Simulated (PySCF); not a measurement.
A PySCF script (with the pyscf-properties extension) for the NMR shieldings of `CCOB[C@@H]1C(Cl)=C1CCl`, C$_{6}$H$_{9}$BCl$_{2}$O, on a GFN2-xTB geometry:

```python
import basis_set_exchange as bse
import numpy as np
from pyscf import gto, dft
from pyscf.prop import nmr

atoms = """
C    -3.530430    0.171020   -0.363492
C    -2.321500   -0.665543   -0.766992
O    -1.230720   -0.385032    0.080572
B    -0.103649    0.205008   -0.298314
C     0.986657    0.421407    0.809739
C     2.084392    1.454380    0.652918
Cl    2.398823    3.093594    0.740776
C     2.484695    0.230702    0.492627
C     3.468694   -0.779304    0.137555
Cl    3.177294   -1.328886   -1.562382
H    -3.313649    1.227813   -0.498848
H    -3.768798   -0.002858    0.682517
H    -4.388445   -0.098206   -0.973143
H    -2.550382   -1.731979   -0.656299
H    -2.054684   -0.468366   -1.813067
H     0.095718    0.537538   -1.416081
H     0.697475    0.186989    1.834696
H     3.372878   -1.670959    0.757381
H     4.485828   -0.388067    0.167539
"""
names = dict.fromkeys(["C", "O", "B", "Cl", "H"], "pcSseg-1")
basis = {el: gto.basis.parse(bse.get_basis(n, elements=[el], fmt="nwchem")) for el, n in names.items()}
mol = gto.M(atom=atoms, basis=basis, charge=0, verbose=0)
mf = dft.RKS(mol, xc="PBE0")
mf.grids.level = 2
mf.grids.alignment = dft.numint.BLKSIZE   # the property module wants whole blocks of grid points
mf.conv_tol = 1e-9
mf.kernel()

calc = nmr.RKS(mf)   # GIAO
C = mf.mo_coeff
Co = C[:, mf.mo_occ > 0]
resp = mf.gen_response(singlet=True, hermi=2)
def vind(x):   # induced exchange potential for any number of trial vectors
    d = np.einsum("pi,xij,qj->xpq", C, 2 * x.reshape(-1, C.shape[1], Co.shape[1]), Co, optimize=True)
    return np.einsum("xpq,pi,qj->xij", resp(d - d.transpose(0, 2, 1)), C, Co, optimize=True).ravel()
mo1, _ = nmr.rhf.solve_mo1(calc, with_cphf=vind)
sigma = calc.kernel(mo1)
for i, s in enumerate(sigma):   # ppm
    print("%2d %-2s %9.2f" % (i, mol.atom_pure_symbol(i), np.trace(s) / 3))
```

**Question.** What does it print?

**Answer.** 
```
 0 C     165.72
 1 C     114.27
 2 O     117.43
 3 B      54.48
 4 C     155.37
 5 C      56.12
 6 Cl    762.68
 7 C      72.95
 8 C     145.31
 9 Cl    817.56
10 H      30.47
11 H      29.99
12 H      30.65
13 H      27.19
14 H      27.47
15 H      26.87
16 H      30.21
17 H      27.36
18 H      26.88
```

These numbers come from an equivalent density-fitted implementation of the same equations, which agrees with the script to about 0.01 ppm for H and up to a few tenths of a ppm for heavy atoms, so last digits may differ.

Size and cost of the density-fitted run: 229 basis functions, 91 s wall time on 1 thread of an Arm Neoverse N1, shared host; peak memory 1.1 GiB.
